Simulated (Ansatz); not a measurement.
Consider the decarboxylation: `CB(Cl)OC(C)=O` → `CB(C)Cl` + `O=C=O`.

Gas-phase electronic energies from Ansatz, PBE0-D4/def2-TZVP geometries. CBS: MP2 limit from def2 TZ/QZ plus the TZ coupled-cluster correction, frozen cores. This one scheme is used for every species. DFT in def2-TZVPP. One conformer a species, not always the lowest.

CCSD(T)/CBS gives +72.5 kJ/mol.

(1) Another level gave +52.1 kJ/mol. Which?
A. ωB97X-V/def2-TZVPP
B. CCSD(T)/def2-TZVPP
C. MP2/def2-TZVPP
D. PBE/def2-TZVPP

Largest T1 diagnostic among the species: 0.018.

Results:

(1) D. PBE 52.1, CCSD(T)/def2-TZVPP 67.0, ωB97X-V 75.4, MP2/def2-TZVPP 58.3 kJ/mol.

In def2-TZVPP, CCSD(T) changes the Hartree–Fock value by +12.1 kJ/mol (the triples alone add −1.8 kJ/mol) and MP2 by +3.4 kJ/mol. From PBE to PBE0 (25 % exact exchange), in def2-TZVPP and without D4, ΔE moves by +14.2 kJ/mol.
